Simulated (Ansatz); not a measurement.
Mulliken charges of C2H4Br2, SMILES `BrCCBr` from B3LYP/def2-TZVPP in Ansatz (PBE0-D4/def2-TZVP geometry).

```tsv
atom	x (Å)	y (Å)	z (Å)	charge (e)
Br1	-1.733	1.086	-0.909	-0.115
C2	-0.161	0.731	0.168	-0.147
C3	0.451	-0.610	-0.115	-0.147
Br4	-0.657	-2.086	0.476	-0.115
H5	0.552	1.519	-0.077	0.131
H6	-0.469	0.828	1.207	0.132
H7	0.628	-0.761	-1.178	0.132
H8	1.390	-0.706	0.429	0.131
```

Problem. By hand: the dipole of these point charges (1 e Å = 4.8032 D).

Solution. Σ q r = (0.508, 0.213, 0.092) e Å, of length 0.558 e Å = 2.68 D.

Problem. How does the dipole of the full density compare? (Best estimate.)

Solution. Ansatz gave: (0.490, 0.205, 0.089) e Å, 2.59 D; the point charges give 1.03 times that, at 0° from its direction.

Point charges leave out the atoms' own dipoles, such as those of lone pairs, and Mulliken's split depends on the basis, so the close match here is no proof of good charges.

B3LYP here is the variant with VWN-RPA as its local correlation; programs differ in this.
